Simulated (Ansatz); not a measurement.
Ideal-gas functions of `[SH][In][Br]` radical at 400 K and 1 bar, from an Ansatz frequency run at PBE0-D4/def2-TZVP.

Molar mass 227.8 g/mol, point group Cs (symmetry number 1), electronic degeneracy 2, moments of inertia 82.652, 477.187, 559.84 u Å². Harmonic wavenumbers (cm⁻¹, unscaled): 67, 198, 228, 312, 640, 2712.

Use S(trans) = R[1.5 ln M + 2.5 ln T − 1.1517]; rotational temperatures θ = 24.2544 K / I; S(rot) = R[ln(√π/σ · √(T³/θAθBθC)) + 1.5]; for each mode x = 1.438777 ν̃/T, S = R[x/(eˣ − 1) − ln(1 − e⁻ˣ)] and H = RT x/(eˣ − 1); 1 cm⁻¹ = 0.0119627 kJ/mol; R = 8.31446 J/(mol·K).

By hand: the entropy, in J/(mol·K).

Translation 182.7. Rotation: θ = 0.2935, 0.0508, 0.0433 K, giving 122.5. Vibration, mode by mode: 20.17, 11.31, 10.19, 7.78, 3.00, 0.01, in all 52.5. Electronic 5.8. Sum 363.5 J/(mol·K).

By hand: H − E and G − E in kJ/mol, counted from the electronic energy.

Zero-point energy ½ × 4157 × 0.0119627 = 24.9; thermal vibration 10.0; translation, rotation and pV give 4 RT = 13.3. H − E = 48.2 kJ/mol, and G − E = 48.2 − 400 × 363.5/1000 = -97.2 kJ/mol.

Vibration gives 14 % of the entropy, 20.2 J/(mol·K) of it from the mode under 150 cm⁻¹: soft modes count most, and the harmonic formula is weakest for them. The sum counts one conformer and one mirror image; others add a mixing term.
